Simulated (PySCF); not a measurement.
**A small calculation by hand: refractive index and permittivity of the vapour**

C₄H₇FO, SMILES C(/OCC)=C/F.

Coordinates come from a B3LYP-D3(BJ)/def2-SVP optimisation. The structure was generated by enumeration; whether it is a known compound was not checked. The values are those of a single conformer.

HF/def2-TZVP run with PySCF gives a mean static polarisability of 51.4 bohr³ and a dipole moment of 0.47 D. Take an ideal gas at 298.15 K and 0.1 bar, whether or not the substance is that volatile.

Q: Work out n − 1 in the optical limit and the static ε − 1.

A: 
Polarisability volume α' = 51.4 × 0.148185 = 7.62 Å³. Number density N = p/kT = 2.43e-6 Å⁻³.
Dilute limit of Lorentz–Lorenz: n − 1 = 2π N α' = 0.00012.
Orientation term of Debye: μ²/(3kT) = 8.098 Å³ × μ²(D²) = 1.79 Å³.
ε − 1 = 4π N (α' + μ²/3kT) = 0.00029. Orientation of the dipole supplies 19 % of the static response; it can't follow optical fields. Vibrational polarisation and dispersion are left out.
